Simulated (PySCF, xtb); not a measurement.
C3H5O, multiplicity 2. Atoms are numbered in the order given.

```xyz
9

C      0.8622    -1.1361     0.0000
C     -0.1230    -0.0818     0.0000
C      0.3661     1.3491     0.0000
O     -1.3200    -0.3512     0.0000
H      1.9361    -0.9324     0.0000
H      0.5107    -2.1703     0.0000
H      0.9889     1.5489     0.8862
H     -0.4963     2.0269     0.0000
H      0.9889     1.5489    -0.8862
```
Charge 0, spin multiplicity 2.

Coordinates come from a PBE0-D3(BJ)/def2-SVP optimisation. The isomer is the one that the SMILES or the coordinates give; other isomers of the formula were not compared.

Level of theory: IEF-PCM-PBE0/def2-SVP in PySCF.

The values are the electrostatic part of the solvation free energy, E(continuum) − E(gas) at the gas-phase geometry, in a cavity of scaled van der Waals radii (PySCF's table); cavitation and dispersion terms are not included. The dipole moment in vacuum is 2.89 D.

| solvent | ε | ΔG(elec) (kcal/mol) | dipole (D) |
|---|---|---|---|
| water | 78.36 | -4.9 | 3.80 |
| tetrahydrofuran | 7.43 | -4.0 | 3.62 |
| 1-octanol | 9.86 | -4.2 | 3.66 |

For comparison, GFN2-xTB/ALPB(water) (xtb, at the GFN2-xTB geometry, all terms of that model) gives -4.1 kcal/mol.
